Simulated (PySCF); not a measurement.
NMR data simulated for an unnamed compound:

$^{1}$H NMR (300 MHz, computed): δ 7.53 (m, 2H), 7.04 (t, 1H), 6.91 (d, 2H), 6.39 (br s, 1H), 4.09 (br s, 1H).

$^{13}$C{$^{1}$H} NMR (computed): δ 155.5 (C), 134.7 (CH), 124.4 (CH), 114.3 (CH).

Theoretical values (PySCF 2.14): coordinates at the GFN2-xTB level, PBE0/pcSseg-1 with gauge-including orbitals. Fast rotation and ring inversion assumed for equivalent nuclei, non-relativistic, one computed conformer, no solvent model.

Referencing at the same level of theory: $^{1}$H (σ = 31.72 ppm), $^{13}$C (σ = 186.93 ppm) against TMS.

Problem. Which of these does the molecule contain: an ester, an amide, an OH group, a CH3CH2 unit, an NH or NH2 group, a benzene ring?

Solution. 
- An ester: no.
- An amide: no.
- An OH group: yes (δH 4.09 (br s)).
- A CH3CH2 unit: no.
- An NH or NH2 group: yes (δH 6.39 (br s)).
- A benzene ring: yes.

The data belong to `c1c(NO)cccc1`, C6H7NO; they needn't prove each group on their own.

Carbon signals by region: 4 in the sp2 and nitrile region (100–160 ppm).

OH and NH positions are those of a molecule without intermolecular hydrogen bonds; in solution they move with solvent, concentration and temperature, and exchange usually removes their couplings. Shifts are as computed. Against solution values, carbons near 30 ppm lie about +3 ppm off and those near 130 ppm about +5 ppm. Of 1211 compounds with measured shifts, 218 miss one by over three times the rms of a fit or turn the order of signals round; such compounds aren't used in these exercises. No couplings were computed; multiplicities are counted from neighbouring protons, with m where these are inequivalent, close in shift, in a saturated or five-membered ring or joined by F or P, and br s for small geminal =CH2 splittings.
